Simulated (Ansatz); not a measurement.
Molecule: C₆H₁₃S, charge 0, multiplicity 2. It need not be the lowest isomer of its formula. SMILES: C(S[CH]CCC)C
Structure (B3LYP-D3(BJ)/def2-TZVP (Ansatz, a program for electronic structure) minimum search):
```
C
H 1 1.0942
H 1 1.0951 2 105.89
C 1 1.4918 2 108.50 3 119.18
H 4 1.0825 1 119.35 2 34.13
C 1 1.5409 2 108.86 3 -116.12
H 6 1.0932 1 108.76 2 -178.38
H 6 1.0933 7 106.12 1 -117.02
C 6 1.5250 7 110.17 8 -119.21
H 9 1.0915 6 111.41 7 58.31
H 9 1.0928 10 107.74 6 -122.19
H 9 1.0930 10 107.73 11 -115.73
S 4 1.7202 5 112.45 1 -159.69
C 13 1.8239 4 103.75 5 -165.15
H 14 1.0902 13 108.94 4 -56.50
H 14 1.0907 15 107.10 3 175.19
C 14 1.5220 15 111.55 16 121.82
H 17 1.0900 14 111.06 15 63.20
H 17 1.0903 18 107.81 14 -121.57
H 17 1.0929 18 108.26 19 -117.14
```
Charge 0, spin multiplicity 2.

Wanted: atomisation energy (electronic, to ground-state atoms), in kcal/mol. Correlated levels leave the core frozen unless marked. UHF or UKS for open shells. No spin-orbit coupling. No relativistic terms. The coupled-cluster limit lacks core correlation, which all-electron functionals hold. CBS marks a two-point X^-3 extrapolation of the correlation energy; Hartree-Fock from the larger set. [CCSD(T)-MP2]/basis is that difference in the basis named.

| level | program | atomisation energy (kcal/mol) |
|---|---|---|
| PBE/def2-TZVPD | Ansatz | [?] |
| BLYP-D3(BJ)/def2-TZVPD | Ansatz + dftd3 | 1839.0 |
| BLYP-D4/def2-TZVPD | Ansatz + dftd4 | 1838.7 |
| BHLYP/def2-TZVPD | Ansatz | 1795.3 |
| r2SCANh-D4/def2-TZVPD | Ansatz + dftd4 | 1848.7 |
| r2SCANh/def2-TZVPD | Ansatz | 1845.6 |
| HSE06/def2-TZVPD | Ansatz | [?] |
| B2GP-PLYP-D4/def2-TZVPD | Ansatz + dftd4 | 1823.8 |
| RI-MP2/CBS(cc-pV(T+d)Z,cc-pV(Q+d)Z)+[CCSD(T)-MP2]/cc-pV(T+d)Z | Ansatz | [?] |

Problem. Fill in the missing entries.

Solution. 
- PBE/def2-TZVPD, atomisation energy (kcal/mol): 1874.9
- HSE06/def2-TZVPD, atomisation energy (kcal/mol): 1856.7
- RI-MP2/CBS(cc-pV(T+d)Z,cc-pV(Q+d)Z)+[CCSD(T)-MP2]/cc-pV(T+d)Z, atomisation energy (kcal/mol): 1847.0
